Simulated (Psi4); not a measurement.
Cl₄Ti (SMILES [Cl][Ti]([Cl])([Cl])[Cl]), singlet, at a GFN2-xTB geometry (such geometries of metal compounds can be far from the true shape); PBE/STO-3G (Psi4).

The Psi4 input:
```
memory 2 GB

molecule {
0 1
Ti   -0.00000000   -0.00000000   -0.00000000
Cl    1.68598647   -0.53254751   -1.15362652
Cl    0.61270013    0.47649048    1.96330506
Cl   -0.94593491    1.67582411   -0.86823504
Cl   -1.35275169   -1.61976707    0.05855650
}

set {
  basis sto-3g
}

energy('pbe')
print_variables()
```

What the program printed (banner, timings and long lists left out):

```
   => Loading Basis Set <=

    Name: STO-3G
    Role: ORBITAL
    Keyword: BASIS

         ---------------------------------------------------------
                                   SCF
               by Justin Turney, Rob Parrish, Andy Simmonett
                          and Daniel G. A. Smith
                              RKS Reference
         ---------------------------------------------------------

  ==> Geometry <==

    Molecular point group: c1
    Full point group: Td

    Geometry (in Angstrom), charge = 0, multiplicity = 1:

       Center              X                  Y                   Z               Mass
    ------------   -----------------  -----------------  -----------------  -----------------
         TI          -0.000000000000    -0.000000001862    -0.000000000000    47.947941980000
         CL           1.685986470000    -0.532547511862    -1.153626520000    34.968852682000
         CL           0.612700130000     0.476490478138     1.963305060000    34.968852682000
         CL          -0.945934910000     1.675824108138    -0.868235040000    34.968852682000
         CL          -1.352751690000    -1.619767071862     0.058556500000    34.968852682000

  Running in c1 symmetry.

  Rotational constants: A =      0.04056  B =      0.04056  C =      0.04056 [cm^-1]
  Rotational constants: A =   1215.97135  B =   1215.97135  C =   1215.97134 [MHz]
  Nuclear repulsion =  641.143110426590397

  Charge       = 0
  Multiplicity = 1
  Electrons    = 90
  Nalpha       = 45
  Nbeta        = 45

  ==> Algorithm <==

  SCF Algorithm Type is DF.
  DIIS enabled.
  MOM disabled.
  Fractional occupation disabled.
  Guess Type is SAD.
  Energy threshold   = 1.00e-06
  Density threshold  = 1.00e-06
  Integral threshold = 1.00e-12

  ==> Primary Basis <==

  Basis Set: STO-3G
    Blend: STO-3G
    Number of shells: 28
    Number of basis functions: 54
    Number of Cartesian functions: 55
    Spherical Harmonics?: true
    Max angular momentum: 2

  ==> DFT Potential <==

   => LibXC <=

    Version 7.1.2
    S. Lehtola, C. Steigemann, M. J. T. Oliveira, and M. A. L. Marques,  SoftwareX 7, 1–5 (2018) (10.1016/j.softx.2017.11.002)

   => Composite Functional: PBE <=

    PBE GGA Exchange-Correlation Functional

    J.P. Perdew et. al., Phys. Rev. Lett., 77(18), 3865-3868, 1996

    Deriv               =              1
    GGA                 =           TRUE
    Meta                =          FALSE

    Exchange Hybrid     =          FALSE
[...]
   @DF-RKS iter   2: -2656.12908329791298    4.44392e+00   5.33966e-02 ADIIS/DIIS
   @DF-RKS iter   3: -2660.63793277136983   -4.50885e+00   1.06110e-02 ADIIS/DIIS
   @DF-RKS iter   4: -2660.82809995756043   -1.90167e-01   1.42546e-03 ADIIS/DIIS
   @DF-RKS iter   5: -2660.83208022148483   -3.98026e-03   8.15929e-05 DIIS
   @DF-RKS iter   6: -2660.83209364980530   -1.34283e-05   1.05941e-06 DIIS
   @DF-RKS iter   7: -2660.83209365202174   -2.21644e-09   1.10049e-07 DIIS
  Energy and wave function converged.

  ==> Post-Iterations <==

   Electrons on quadrature grid:
      Ntotal   =   89.9999988882 ; deviation = -1.112e-06

    Orbital Energies [Eh]
    ---------------------

    Doubly Occupied:

[...]
    Virtual:

[...]
    Final Occupation by Irrep:
              A
    DOCC [    45 ]
    NA   [    45 ]
    NB   [    45 ]

  @DF-RKS Final Energy: -2660.83209365202174

   => Energetics <=

    Nuclear Repulsion Energy =            641.1431104265903969
    One-Electron Energy =               -4943.7922666133317762
    Two-Electron Energy =                1795.1957964197852107
    DFT Exchange-Correlation Energy =    -153.3787338850655431
    Empirical Dispersion Energy =           0.0000000000000000
    VV10 Nonlocal Energy =                  0.0000000000000000
    Total Energy =                      -2660.8320936520217401

Computation Completed

Properties will be evaluated at   0.000000,   0.000000,   0.000000 [a0]

Properties computed using the SCF density matrix

 Multipole Moments:

 ------------------------------------------------------------------------------------
     Multipole            Electronic (a.u.)      Nuclear  (a.u.)        Total (a.u.)
 ------------------------------------------------------------------------------------

 L = 1.  Multiply by 2.5417464519 to convert [e a0] to [Debye]
 Dipole X            :          0.0000093           -0.0000000            0.0000093
 Dipole Y            :          0.0000017            0.0000000            0.0000017
 Dipole Z            :          0.0000082           -0.0000000            0.0000082
 Magnitude           :                                                    0.0000125

 ------------------------------------------------------------------------------------

  Variable Map:
  ----------------------------------------------------------------------------
[...]
  Array Variable Map:
  ----------------------------------------------------------------------------
[...]
[...]
```
